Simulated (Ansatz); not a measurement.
Computed with Ansatz on PBE0-D4/def2-TZVP structures; ΔE is electronic, products minus reactants. CBS: MP2 limit from def2 TZ/QZ plus the TZ coupled-cluster correction, frozen cores. Functionals use def2-TZVPP. B3LYP here is the variant with VWN-RPA as its local correlation; programs differ in this. Each species was taken in one conformer, which may not be the lowest.

Reaction (cleavage of the Si–Si bond): `C[Si](O)([SiH3])Cl` + `[SiH3]SS` → `[SiH3]SS[SiH3]` + `C[SiH](O)Cl`

| level | ΔE (kJ/mol) | difference from CCSD(T)/CBS |
| --- | --- | --- |
| PBE-D4 | -53.8 | 13.0 |
| r2SCAN-D4 | -62.3 | 4.5 |
| B3LYP-D4 | -61.7 | 5.1 |
| ωB97X-V | -61.0 | 5.8 |
| PBE | -52.8 | 14.0 |
| r2SCAN | -62.2 | 4.6 |
| PBE0 | -57.0 | 9.8 |
| B3LYP | -59.8 | 7.0 |
| CCSD/def2-TZVPP | -63.3 | 3.5 |
| CCSD(T)/def2-TZVPP | -63.9 | 2.9 |
| HF/def2-QZVPP | -70.3 | -3.5 |
| MP2/def2-QZVPP | -76.1 | -9.3 |
| SCS-MP2/def2-QZVPP | -73.9 | -7.1 |
| HF/CBS(def2) | -70.4 | -3.6 |
| MP2/CBS(def2) | -77.1 | -10.3 |
| CCSD/CBS(def2) | -66.3 | 0.5 |
| CCSD(T)/CBS | -66.8 | 0 |

Largest T1 diagnostic among the species: 0.012.

From PBE to PBE0 (25 % exact exchange), in def2-TZVPP and without D4, ΔE moves by −4.2 kJ/mol.
